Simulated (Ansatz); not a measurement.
Isolated molecules relaxed with PBE0-D4/def2-TZVP in Ansatz; ΔE leaves out vibrations. CCSD(T)/CBS is the MP2 limit (def2-TZVPP, def2-QZVPP) plus CCSD(T) − MP2 in def2-TZVPP, frozen cores. This one scheme is used for every species. Functionals use def2-TZVPP. For Ge outer-core shells are correlated without core-valence functions, which leaves a few kJ/mol of doubt a bond. Scalar relativity is left out up to krypton. One conformer a species, not always the lowest.

Consider the formal exchange of groups at a Ge–Cl bond: `[SiH3][GeH2][Cl]` + `[SiH3][SiH2][SiH2][SiH3]` → `[SiH3][SiH2][SiH2][SiH2][GeH2][SiH3]` + HCl.

(1) Is it downhill or uphill in electronic energy at CCSD(T)/CBS, and by how much? (Estimate.)

(2) What do these levels give: r2SCAN-D4, ωB97M-V, LC-ωPBE, CCSD/def2-SVP, MP2/def2-TZVPP, HF/def2-QZVPP? (Best estimate.)

Largest T1 diagnostic among the species: 0.014.

Answers

(1) The calculation gave: Uphill: ΔE = +33.2 kJ/mol.

(2) Computed: r2SCAN-D4 37.5, ωB97M-V 40.8, LC-ωPBE 45.2, CCSD/def2-SVP 39.3, MP2/def2-TZVPP 36.0, HF/def2-QZVPP 83.5 kJ/mol.

In def2-TZVPP, CCSD(T) changes the Hartree–Fock value by −47.2 kJ/mol (the triples alone add −5.6 kJ/mol) and MP2 by −46.0 kJ/mol. Leaving LDA and LC-ωPBE aside and taking each functional with its dispersion term where it has one, the values, not all of them listed here, spread over 24.6 kJ/mol, from PBE-D4 to B2PLYP. LDA lies −18.6 kJ/mol from PBE without D4.
